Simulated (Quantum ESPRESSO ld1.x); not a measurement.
The numbers below are computed, except where a source is named.
Is Ce- bound? Neutral atom [Xe] 4f1 5d1 6s2, anion [Xe] 4f1 5d2 6s2. Scalar-relativistic spherical Kohn-Sham, ld1.x of Quantum ESPRESSO 7.5; with spin, open shells are filled with parallel spins first. "No" means that the self-consistent cycle ended without a solution in which all occupied levels of the anion are bound.

| method | e(HOMO) neutral (eV) | anion bound | e(HOMO) anion (eV) | EA, Delta-SCF (eV) | <r> HOMO anion (bohr) |
|---|---|---|---|---|---|
| LDA (Slater exchange, Perdew-Zunger correlation), spin-polarised | 5d up -3.406 | no | - | - | - |
| LDA (Slater exchange, Perdew-Zunger correlation) + SIC, spin-polarised | 6s down -5.580 | yes | 6s down -0.800 | 0.814 | 5.64 |
| LDA (Slater exchange, Perdew-Wang correlation) + SIC, spin-polarised | 6s down -5.561 | yes | 6s down -0.767 | 0.841 | 5.69 |
| LDA (Slater exchange, Perdew-Zunger correlation) + Latter tail, spin-polarised | 5d up -4.106 | no | - | - | - |
| PBE, spin-unpolarised | 5d -3.059 | no | - | - | - |
| Slater X-alpha with alpha = 1, spin-unpolarised | 6s -4.612 | no | - | - | - |

With the Latter tail the total energy is not variational, so no affinity is given for it.
